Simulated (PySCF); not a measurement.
**MLi anions for M along the chalcogens**

CCSD(T) with double-zeta basis sets in PySCF, for the lowest determinant that a PBE0 search found; no spin–orbit coupling. De refers to high-spin ground-configuration atoms (the charge goes to the atom of lower measured ionisation energy or higher electron affinity, which is not always the lowest computed limit).

| M | basis | reference, frozen orbitals | charged atom | state (unpaired electrons) | Re (Å) | ωe (cm⁻¹) | De (eV) |
| --- | --- | --- | --- | --- | --- | --- | --- |
| S | def2-SVPD | RHF, 5 | S− | singlet (closed shell) | 2.114 | 601 | n/a |
| Se | aug-pcseg-1 | RHF, 9 | Se− | singlet (closed shell) | 2.234 | 528 | 2.09 |
| Te | aug-cc-pVDZ/aug-cc-pVDZ-PP | RHF, 4 | Te− | singlet (closed shell) | 2.410 | 477 | n/a |

The shortest bond is that of LiS⁻ (2.114 Å), the longest that of LiTe⁻ (2.410 Å).

The rows differ in basis set, which adds steps of its own.

Down a group the atoms grow and get heavier, so bonds lengthen and wavenumbers fall; this series shows no clear exception.

Correlated steps freeze the inner cores (4 to 9 orbitals); shallow outer-core shells are correlated. Correlated levels converge slowly with the basis: in double zeta they bind strong bonds too weakly, by up to about 1 eV, and carry superposition errors of some tenths. These are scalar-relativistic numbers at best; spin–orbit coupling would shift them, the dissociation energy most. For an ion De counts to the pair picked by the measured ionisation energies or electron affinities, which need not be the lowest pair at this level. Where the molecule has an RHF reference, its open-shell atoms are computed with UHF. The CCSD T1 diagnostic is raised in LiSe⁻, LiS⁻, a sign that a single reference may not be enough there.
